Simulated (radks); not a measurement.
The numbers below are computed, except where a source is named.
Problem. Ionisation of the iron ion Fe2+, [Ar] 3d6, to Fe3+, [Ar] 3d5, under several functionals. Dirac Kohn-Sham, spin-unpolarised, spherical densities, point nucleus; open shells are shared between the two j in proportion to 2j + 1; a radial shooting solver on a logarithmic mesh with Libxc functionals. The NIST Atomic Spectra Database gives 30.65 eV (measured). Rank these functionals by the error of their Delta-SCF ionisation energy: BP86; LDA (Slater exchange, VWN5 correlation); HCTH/407; B86b exchange with PBE correlation; PBEsol; exchange-only LDA; PBE; XLYP; OLYP.

Solution. From best to worst: exchange-only LDA 32.901 eV (+2.250); PBEsol 34.187 eV (+3.536); PBE 34.222 eV (+3.571); B86b exchange with PBE correlation 34.253 eV (+3.602); XLYP 34.275 eV (+3.624); BP86 34.287 eV (+3.636); OLYP 34.309 eV (+3.658); LDA (Slater exchange, VWN5 correlation) 34.540 eV (+3.889); HCTH/407 34.760 eV (+4.109). Spin polarisation and multiplet splitting are left out, so open shells lie too high by an amount that depends on their filling.

Beside tabulated values, note that spin-unpolarised runs miss the spin-polarisation part of the exchange energy of open shells.
